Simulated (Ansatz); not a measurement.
Basis-set series for `C#[C][Hf]([F])([F])[C]#C`. The species carries charge 0 and has multiplicity 1. Hf: def2 effective core potential. All single points use the PBE0-D4/def2-TZVP geometry.

| functional | basis | functions | energy (Eh) | HOMO (eV) | LUMO (eV) |
| --- | --- | --- | --- | --- | --- |
| PBE0-D4 | def2-TZVPP | 270 | -401.15705 | -8.46 | -2.25 |
| PBE0-D4 | def2-QZVPP | 483 | -401.17635 | -8.47 | -2.27 |
| ωB97M-V | def2-TZVPP | 270 | -401.37860 | -10.66 | -0.24 |
| ωB97M-V | def2-QZVPP | 483 | -401.39598 | -10.68 | -0.28 |

(1) Give the rows for def2-SVP. (Estimate.)

Results:

(1) Ansatz gave: 
| functional | basis | functions | energy (Eh) | HOMO (eV) | LUMO (eV) |
| --- | --- | --- | --- | --- | --- |
| PBE0-D4 | def2-SVP | 126 | -400.72156 | -8.43 | -2.22 |
| ωB97M-V | def2-SVP | 126 | -400.93011 | -10.63 | -0.19 |
